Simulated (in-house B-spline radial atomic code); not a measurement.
A fraction x of an electron is removed from 5p in Te2+, starting from [Kr] 4d10 5s2 5p2 and keeping the highest spin. Method: scalar-relativistic (X2C) RPBE, spin-polarised, spherical fractional occupations, Fermi nucleus of rms radius 4.7423 fm. Calculated with a B-spline radial code for spherical atoms.

| x | E(x) - E(0) (eV) | 5p up level (eV) |
| --- | --- | --- |
| 0 | 0.0000 | -23.023 |
| 0.04 | 0.9279 | -23.375 |
| 0.24 | 5.7796 | -25.145 |
| 0.26 | 6.2842 | -25.322 |
| 0.47 | 11.7988 | -27.200 |
| 0.5 | 12.6189 | -27.470 |
| 0.6 | 15.4109 | -28.371 |
| 0.63 | 16.2661 | -28.642 |
| 0.84 | 22.4807 | -30.547 |
| 0.88 | 23.7099 | -30.911 |
| 1 | 27.4848 | -32.006 |

The exact functional would give a straight line between the two integer points. Deviations E(x) - E(0) - x[E(1) - E(0)], in eV: -0.171 at x = 0.04, -0.817 at x = 0.24, -0.862 at x = 0.26, -1.119 at x = 0.47, -1.123 at x = 0.5, -1.08 at x = 0.6, -1.049 at x = 0.63, -0.607 at x = 0.84, -0.477 at x = 0.88.

The curve lies below the straight line by up to 1.123 eV (at x = 0.5): convex, the delocalisation error that favours fractional charges.

Question: How well does Slater's transition state (minus the level at half occupation) give the ionisation energy?

Answer: It gives 27.470 eV against 27.485 eV from the two total energies; NIST lists 27.84 eV, ground level to ground level.
